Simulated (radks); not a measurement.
Coulomb parameter of the 3d shell of neutral vanadium in the model configuration [Ar] 3d4 4s1, as a second difference U = [E(n + 0.25) + E(n - 0.25) - 2 E(n)] / (0.25)^2 with all orbitals relaxed. "Bare": the charge of the atom changes with n. "Screened": the 4s shell takes up the change at fixed total charge, which measures U(3d,3d) + U(4s,4s) - 2 U(3d,4s). All-electron calculation, scalar-relativistic Kohn-Sham, PBE, spin-unpolarised, spherical densities, finite nucleus; Fermi nuclear charge, rms radius 3.6002 fm. Program: a radial shooting solver on a logarithmic mesh with Libxc functionals.

| case | configuration | E - E(n) (eV) |
|---|---|---|
| start | [Ar] 3d4 4s1 | 0.000 |
| bare +0.25 | [Ar] 3d4.25 4s1 | -0.381 |
| bare -0.25 | [Ar] 3d3.75 4s1 | 0.864 |
| screened +0.25 | [Ar] 3d4.25 4s0.75 | 0.401 |
| screened -0.25 | [Ar] 3d3.75 4s1.25 | -0.316 |

U(bare) = 7.715 eV, U(screened by 4s) = 1.350 eV, against the Slater integral F0(3d,3d) = 15.630 eV with frozen orbitals. The step up makes a negative ion, whose loosely bound charge lowers the bare value.
